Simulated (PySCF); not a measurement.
## Excitation energy of Zn²⁺ by level of theory

Zn²⁺ [Ar] 3d10 (1S) → Zn²⁺ [Ar] 3d9 4s1, s spin flipped, as a difference of total energies. Calculation: PySCF 2.14, in x2c-TZVPPall (6s5p4d2f1g, 64 functions); scalar relativity by spin-free X2C-1e. Correlated levels: valence: [Ar] frozen. The calculations carry no spin-orbit coupling.

```csv
method,excitation energy (eV)
UHF,8.317
MP2 (valence),10.460
SCS-MP2 (valence),10.207
```

**Question.** How much does correlation contribute at MP2 (valence)?

**Answer.** 10.460 − (8.317) = 2.143 eV, measured against UHF.

The upper determinant mixes two multiplicities, so it lies between the two terms.

The basis was made for the ground configuration and has no added diffuse functions, so the excitation energy can come out too high.
